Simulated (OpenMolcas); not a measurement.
W⁴⁺.

```yaml
Program: OpenMolcas
Method: CASSCF
Basis: ANO-RCC-VTZP [8s7p5d3f2g1h]
Scalar_Hamiltonian: DKH2, point nucleus
Active_space: 2 electrons in 5 orbitals (5d)
State_averaging: 2S+1 = 3 even, 10 roots; 2S+1 = 1 even, 15 roots
Spin-orbit_coupling: RASSI with atomic mean-field integrals over the reference wave functions, term energies averaged over their components
```

Levels without dynamic correlation, in cm-1 above 5d2 3F2:

| Level | E |
| --- | --- |
| 5d2 1G4 | 24782 |
| 5d2 3P0 | 14834 |
| 5d2 1S0 | 50134 |

On this reference, SS-CASPT2, IPEA 0.25 Eh, imaginary shift 0.1 Eh (closed shells correlated: 5s 5p) puts 5d2 1G4 at 23400 cm-1.

Task: Estimate the other levels at that method by one scale factor, and say how well it serves.

Result: The factor is 23400 / 24782 = 0.944. Scaled values beside those that SS-CASPT2 gives and measured ones (the list in J. Phys. B 45, 065001 (2012)):
```
  Level  Scaled  SS-CASPT2  Miss (%)  Measured
5d2 3P0   14003      13580      +3.1     12839
5d2 1S0   47326      44510      +6.3     43110
```
For these levels the scaled values miss SS-CASPT2 by up to 6.3 %, as correlation changes each term by its own factor, spin-orbit parts do not scale and CASPT2 has its own spread within terms. This holds within one configuration; levels of others move differently, and the target method has errors of its own against measurement.

Term energies are means over components that CASPT2 splits; among the terms shown or strongly mixed into the levels shown the widest spread is 520 cm-1 (5d2 1G, SS-CASPT2). Without dynamic correlation excited terms often stand tens of per cent too high (terms of higher spin than the ground term too low), and those without a measured partner can miss by more than the paired ones (holds for CASSCF). Computed and measured levels are paired by configuration, term and J; levels that our copy of the source lacks, or whose pairing is in doubt (as where it misses far off the trend of its configuration), stay unpaired and out of the deviations. Levels of configurations outside the active space are missing.
